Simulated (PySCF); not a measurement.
Two-component Hartree-Fock for Re³⁰⁺ (rhenium, charge +30)

Start: [Kr] 4d9; 4d3/2 filled at m_j = -3/2, -1/2, +1/2, +3/2; 4d5/2 filled at m_j = -3/2, -1/2, +1/2, +3/2, +5/2. Calculated with PySCF 2.14 in an even-tempered Gaussian basis (17 s from 2.8 bohr⁻², ratio 2.8; 14 p from 3.6 bohr⁻², ratio 2.8; 10 d from 3.6 bohr⁻², ratio 2.8; 3 f from 17 bohr⁻², ratio 3): generalised Hartree-Fock with the X2C-1e Hamiltonian and a Gaussian nucleus; spin-orbit coupling (SO) screened by Boettger's factors.

```json
{"spinor shell": "1s1/2", "electrons": "2", "ε, screened SO (eV)": "-73138.1", "weight of nominal j (screened SO)": "1.000", "rms radius, screened SO (bohr)": "0.0204"}
{"spinor shell": "2s1/2", "electrons": "2", "ε, screened SO (eV)": "-13733.5", "weight of nominal j (screened SO)": "1.000", "rms radius, screened SO (bohr)": "0.0824"}
{"spinor shell": "2p1/2", "electrons": "2", "ε, screened SO (eV)": "-13165.7", "weight of nominal j (screened SO)": "1.000", "rms radius, screened SO (bohr)": "0.0700"}
{"spinor shell": "2p3/2", "electrons": "4", "ε, screened SO (eV)": "-11720.7", "weight of nominal j (screened SO)": "1.000", "rms radius, screened SO (bohr)": "0.0776"}
{"spinor shell": "3s1/2", "electrons": "2", "ε, screened SO (eV)": "-4082.7", "weight of nominal j (screened SO)": "1.000", "rms radius, screened SO (bohr)": "0.210"}
{"spinor shell": "3p1/2", "electrons": "2", "ε, screened SO (eV)": "-3832.4", "weight of nominal j (screened SO)": "1.000", "rms radius, screened SO (bohr)": "0.201"}
{"spinor shell": "3p3/2", "electrons": "4", "ε, screened SO (eV)": "-3510.1", "weight of nominal j (screened SO)": "1.000", "rms radius, screened SO (bohr)": "0.216"}
{"spinor shell": "3d3/2", "electrons": "4", "ε, screened SO (eV)": "-3095.8", "weight of nominal j (screened SO)": "1.000", "rms radius, screened SO (bohr)": "0.190"}
{"spinor shell": "3d5/2", "electrons": "6", "ε, screened SO (eV)": "-3025.3", "weight of nominal j (screened SO)": "1.000", "rms radius, screened SO (bohr)": "0.194"}
{"spinor shell": "4s1/2", "electrons": "2", "ε, screened SO (eV)": "-1646.1", "weight of nominal j (screened SO)": "1.000", "rms radius, screened SO (bohr)": "0.440"}
{"spinor shell": "4p1/2", "electrons": "2", "ε, screened SO (eV)": "-1536.9", "weight of nominal j (screened SO)": "0.999", "rms radius, screened SO (bohr)": "0.442"}
{"spinor shell": "4p3/2", "electrons": "4", "ε, screened SO (eV)": "-1442.3", "weight of nominal j (screened SO)": "1.000", "rms radius, screened SO (bohr)": "0.469"}
{"spinor shell": "4d3/2", "electrons": "4", "ε, screened SO (eV)": "-1264.4", "weight of nominal j (screened SO)": "0.994", "rms radius, screened SO (bohr)": "0.465"}
{"spinor shell": "4d5/2", "electrons": "5", "ε, screened SO (eV)": "-1245.1", "weight of nominal j (screened SO)": "0.995", "rms radius, screened SO (bohr)": "0.472"}
```

```
   quantity   screened SO
E (hartree)  -16253.05359
        M_J           5/2
       ⟨J²⟩         8.751
       ⟨L²⟩         6.088
       ⟨S²⟩         0.838
```

Each row is a mean over spinors that exchange with the open shell spreads, by up to 14.597 eV (4p3/2).

Breit and QED terms are absent; they matter most for the inner s and p1/2 levels.

Densities and radii are taken from the X2C orbitals without a picture-change correction, which distorts them close to the nucleus.
